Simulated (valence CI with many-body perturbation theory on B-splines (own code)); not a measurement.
# Re⁴⁴⁺: calculated level list

Computed by configuration interaction combined with many-body perturbation theory (CI+MBPT): three valence electrons over a frozen Dirac-Fock core [Ar] 3d10, a basis of 11 s, 11 p, 9 d, 7 f, 5 g, 2 h, 1 i functions for each j, with the one-electron correlation potential Σ1, the two-electron term Σ2, the three-electron term Σ3, Breit, model QED; selected CI, second order for the rest (own B-spline code, finite nucleus).

The last digits are not significant, and no measured levels were compared; by estimate large intervals hold to a few tenths of a per cent, small ones and those within an open d or f shell to about a per cent.

Levels 46 to 67 of 67, with energies above the lowest level, (4s^2 4p1/2) J=1/2. "Leading %" is the weight of the configuration and term that name the level; weights of strongly mixed levels are sums over their largest components and can fall short. In the jj column 3d3/2^4 stands for four electrons in 3d with j = 3/2. Lifetimes count E1, E2, E3, M1 and M2 decay at the calculated energies, and are blank where another channel may lead or the interval is too uncertain; long ones can be off by a factor of two.

```csv
No.,Configuration,Term,J,E (eV),Leading %,g,Second component,Lifetime,Leading jj
46,4s 4p 4f,2F,7/2,550.68,18,1.000,18 % 4p2 4d 2G,17.7 ps,4s 4p1/2 4f5/2 (68 %)
47,4s 4p 4f,4F,7/2,555.89,31,1.182,25 % 4s 4p 4f 4D,5.76 ps,4s 4p1/2 4f7/2 (91 %)
48,4s 4p 4f,4G,5/2,557.64,30,0.914,20 % 4s 4p 4f 2F,2.71 ps,4s 4p1/2 4f5/2 (79 %)
49,4s 4p 4f,4F,3/2,558.59,42,0.714,15 % 4s 4p 4f 2D,3.42 ps,4s 4p1/2 4f5/2 (69 %)
50,4p2 4d,2F,5/2,561.48,28,1.012,22 % 4p2 4d 4F,1.99 ps,4p1/2 4p3/2 4d3/2 (62 %)
51,4s 4p 4f,4G,9/2,562.74,34,1.197,33 % 4s 4p 4f 2G,7.08 ps,4s 4p1/2 4f7/2 (94 %)
52,4p2 4d,4D,1/2,562.92,82,0.158,15 % 4p2 4d 2P,1.75 ps,4p1/2 4p3/2 4d3/2 (99 %)
53,4s 4p 4f,4D,7/2,563.08,25,1.123,21 % 4s 4p 4f 2F,3.16 ps,4s 4p1/2 4f7/2 (76 %)
54,4p2 4d,4F,3/2,563.93,30,0.832,20 % 4p2 4d 4D,1.47 ps,4p1/2 4p3/2 4d3/2 (72 %)
55,4s 4p 4f,2F,5/2,565.45,27,1.049,16 % 4s 4p 4f 2D,2.44 ps,4s 4p1/2 4f7/2 (74 %)
56,4p2 4d,2F,7/2,573.59,21,1.064,19 % 4s 4p 4f 2G,1.54 ps,4p1/2 4p3/2 4d3/2 (48 %)
57,4p2 4d,2D,3/2,578.97,41,1.130,17 % 4p2 4d 4P,591 fs,4p1/2 4p3/2 4d3/2 (91 %)
58,4p2 4d,4P,1/2,581.29,38,1.777,30 % 4p2 4d 2P,618 fs,4p1/2 4p3/2 4d3/2 (95 %)
59,4p2 4d,4P,5/2,582.33,33,1.239,21 % 4p2 4d 4F,656 fs,4p1/2 4p3/2 4d3/2 (62 %)
60,4p2 4d,4D,7/2,585.52,44,1.306,35 % 4p2 4d 4F,1.48 ps,4p1/2 4p3/2 4d5/2 (93 %)
61,4p2 4d,2G,9/2,588.24,58,1.184,34 % 4p2 4d 4F,2.53 ps,4p1/2 4p3/2 4d5/2 (92 %)
62,4p2 4d,2P,3/2,590.83,49,1.393,29 % 4p2 4d 4P,1.34 ps,4p1/2 4p3/2 4d5/2 (93 %)
63,4p2 4d,2D,5/2,592.17,43,1.145,25 % 4p2 4d 2F,1.50 ps,4p1/2 4p3/2 4d5/2 (91 %)
64,4p2 4d,2F,7/2,603.80,46,1.072,26 % 4p2 4d 2G,1.17 ps,4p1/2 4p3/2 4d5/2 (78 %)
65,4p2 4d,2D,3/2,605.47,63,0.906,15 % 4p2 4d 2P,1.31 ps,4p1/2 4p3/2 4d5/2 (92 %)
66,4p2 4d,2P,1/2,606.22,58,1.143,33 % 4p2 4d 2S,1.28 ps,4p1/2 4p3/2 4d5/2 (94 %)
67,4p2 4d,2F,5/2,606.50,32,1.165,31 % 4p2 4d 2D,762 fs,4p1/2 4p3/2 4d5/2 (74 %)
```
